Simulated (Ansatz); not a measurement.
Ansatz (a program for electronic structure) input (CCSD(T)/def2-TZVPPD):
A basis named .json is the Basis Set Exchange file of that set.

Ansatz 0.2 input:
```yaml
crystal:
  periodic: [false, false, false]
  atoms:
    - {symbol: Sc, position_ang: [-0.70649923, 0.09637345, 0.16967605]}
    - {symbol: Cl, position_ang: [0.31674620, 1.28546962, -1.36681579]}
    - {symbol: Cl, position_ang: [0.55598815, -1.40451918, 1.15721597]}
basis:
  gaussian:
    orbitals: def2-TZVPPD.json
total_charge: 1
magnetization: {spin_polarized: false}
correlation: {method: ccsd_t, electrons: outside_noble_gas}
```

Output:

```
Functional definition: HF
integrals: 0.49 GiB planned
1045 factors; integrals over basis functions are off by at most 7.8e-4 eV
mean field: 0.69 GiB planned
mean field evaluation 1: about -45674.9050 eV, gradient 3.9e1 eV
mean field evaluation 2: about -45675.0152 eV, gradient 3.9e1 eV
mean field evaluation 4: about -45679.5580 eV, gradient 2.9e0 eV
mean field evaluation 8: about -45679.6170 eV, gradient 3.0e-1 eV
mean field evaluation 16: about -45677.4859 eV, gradient 3.1e1 eV
mean field -45679.61796940 eV, -1678.6949976183 hartree, gradient 9.7e-6 eV, S^2 0.000000; 0 other end points of the search recorded, 0 dependent functions left out
19 core orbitals not correlated
reference -45679.61796940 eV, -1678.6949976183 hartree; 8, 8 occupied and 142, 142 virtual orbitals, 1045 factors
second order -11.85703823 eV of doubles, -0.00000000 eV of singles
coupled cluster: 0.72 GiB planned
cycle   1  -12.20182440 eV  change   -3.4e-1 eV  update   1.1e-1
cycle   2  -12.48544930 eV  change   -2.8e-1 eV  update   5.1e-2
cycle   3  -12.59120219 eV  change   -1.1e-1 eV  update   2.3e-2
cycle   4  -12.58288008 eV  change    8.3e-3 eV  update   6.1e-3
cycle   5  -12.57815210 eV  change    4.7e-3 eV  update   2.4e-3
cycle   6  -12.57818200 eV  change   -3.0e-5 eV  update   7.6e-4
cycle   7  -12.57828392 eV  change   -1.0e-4 eV  update   3.1e-4
cycle   8  -12.57836798 eV  change   -8.4e-5 eV  update   1.1e-4
cycle   9  -12.57841106 eV  change   -4.3e-5 eV  update   4.5e-5
cycle  10  -12.57839709 eV  change    1.4e-5 eV  update   1.6e-5
perturbative correction -0.70440719 eV, -0.0258864867 hartree
Total energy: -45692.90077368 eV, -1679.1831316720 hartree
```

The spin state was set by rule; other spins were not relaxed.
